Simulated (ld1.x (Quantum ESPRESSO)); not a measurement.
## An all-electron radial function and its pseudo partner (cerium (Ce))

Columns: radius, all-electron u(r) and pseudo u(r) of the 6p shell (level -10.20 eV) of cerium in the configuration [Kr] 4d10 4f1 5s2 5p6 5d1 6s0 6p0; BLYP, scalar-relativistic, PAW scheme, ld1.x (Quantum ESPRESSO) 7.5.

```
r (bohr)  all-electron   pseudo
   0.158       -0.0938  -0.0198
   0.315       -0.0012  -0.0746
   0.473        0.1669  -0.1535
   0.630        0.1365  -0.2395
   0.788       -0.0014  -0.3169
   0.945       -0.1431  -0.3707
   1.102       -0.2425  -0.3930
   1.260       -0.2892  -0.3816
   1.418       -0.2881  -0.3401
   1.575       -0.2504  -0.2761
   1.732       -0.1876  -0.1978
   1.890       -0.1091  -0.1117
   2.047       -0.0238  -0.0240
   2.205        0.0635   0.0635
   2.362        0.1474   0.1474
   2.520        0.2263   0.2263
   2.678        0.2978   0.2978
   2.835        0.3604   0.3604
   2.992        0.4142   0.4142
   3.150        0.4594   0.4594
   3.308        0.4958   0.4958
   3.465        0.5236   0.5236
   3.622        0.5437   0.5437
   3.780        0.5567   0.5567
   3.938        0.5632   0.5632
   4.095        0.5640   0.5640
```

Question: How many radial nodes do the two functions have?

Answer: The all-electron 6p function has n − l − 1 = 4 (the table is too coarse to show those close to the nucleus); the pseudo-wave has 1, since 1 lower shell of the same l stays in the valence.

Question: At about which radius was the pseudo-wave matched?

Answer: 2.30 bohr. The columns agree to 0.0005 from 2.05 bohr on; several derivatives are matched, so the curves merge somewhat inside the radius.

Question: Is the pseudo-wave norm-conserving?

Answer: No, it belongs to a PAW set: the norm inside the radius is not constrained, and the difference is carried by the augmentation charge.
